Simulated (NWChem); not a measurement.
System: CH10OSi4; SMILES [SiH2]1[SiH2][Si@@H]([SiH3])[C@@H]1O

NWChem input:

```
start job
memory heap 200 mb stack 900 mb global 1100 mb
geometry units angstroms noautosym nocenter noautoz
  O     -2.563096    -0.500064    -0.114650
  C     -1.181804    -0.558482    -0.417995
  Si    -0.177374    -2.203156    -0.169352
  Si     1.796215    -0.910459    -0.060358
  Si     0.081772     0.621265     0.500640
  Si     0.117120     2.876532    -0.150604
  H     -2.654356    -0.723235     0.830223
  H     -1.075080    -0.305054    -1.499523
  H     -0.477386    -2.721984     1.216729
  H     -0.406829    -3.318694    -1.158511
  H      2.838038    -1.253901     0.965787
  H      2.435040    -0.636633    -1.395711
  H     -0.180193     0.497971     1.985049
  H      1.204167     3.630554     0.570173
  H     -1.203616     3.543375     0.134211
  H      0.382103     2.949052    -1.631870
end
basis spherical
  * library sto-3g
end
dft
  xc b3lyp
  iterations 150
end
property
  response 1 0.0773
end
task dft property
```

STO-3G and 3-21G are far too small for this property and stand as cheap habits. All runs use the structure optimised with PBE-D3(BJ)/def2-SVP. Not confirmed as a minimum by frequencies. B3LYP is NWChem's, with the RPA form of VWN correlation.

Field at 589 nm.

**Question.** Predict the main results of this run. (B3LYP/STO-3G.) Quantities: isotropic polarisability (bohr³); anisotropy (bohr³).

**Answer.** 
```yaml
isotropic polarisability (bohr³): 67.5
anisotropy (bohr³): 29.6
```
